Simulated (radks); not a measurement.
Q: Coherent X-ray form factor from a spherical all-electron density. All-electron calculation, scalar-relativistic Kohn-Sham, exchange-only PBE, spin-polarised, spherical densities, finite nucleus; Fermi nuclear charge, rms radius of each element as measured or else 0.836 A^(1/3) + 0.57 fm. Program: a radial shooting solver on a logarithmic mesh with Libxc functionals.

sin(theta)/lambda (1/angstrom)  f0 (electrons)
0.05                                    60.424
0.1                                     58.780
0.15                                    56.301
0.2                                     53.292
0.25                                    50.058
0.3                                     46.839
0.4                                     40.990
0.5                                     36.154
0.6                                     32.160
0.8                                     25.888
1                                       21.394
1.25                                    17.764
1.5                                     15.427
2                                       11.854

The species is in the configuration that NIST lists as its ground one. Which atom or ion scatters so?

A: The terbium ion Tb4+, [Xe] 4f7. Extrapolating in s^2 from the first two rows gives f0(0) = 61.0, near the electron count 61; among species with that count, the fall with angle is slower the higher Z, and the table is that of Z = 65; from so few rows the species is fixed only to a neighbour or two.
